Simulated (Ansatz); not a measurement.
Mulliken charges of `[OH][Zr]([OH])([OH])[Br]` from PBE/def2-TZVPP in Ansatz (PBE0-D4/def2-TZVP geometry).

```csv
atom,x (Å),y (Å),z (Å),charge (e)
O1,-0.952,1.437,0.627,-0.470
Zr2,0.045,0.086,-0.282,1.196
O3,1.737,-0.160,0.570,-0.470
O4,-0.930,-1.557,-0.279,-0.470
Br5,0.428,0.816,-2.687,-0.341
H6,-1.621,1.931,1.092,0.185
H7,2.501,-0.091,1.134,0.185
H8,-1.206,-2.462,-0.176,0.185
```

Task: By hand: the dipole of these point charges (1 e Å = 4.8032 D).

Result: Σ q r = (-0.084, -0.159, 0.527) e Å, of length 0.557 e Å = 2.68 D.

Task: How does the dipole of the full density compare? (Estimate.)

Result: Ansatz gave: (-0.122, -0.234, 0.769) e Å, 3.91 D; the point charges give 0.69 times that, at 0° from its direction.

Point charges leave out the atoms' own dipoles, such as those of lone pairs, and Mulliken's split depends on the basis, so the two needn't agree.
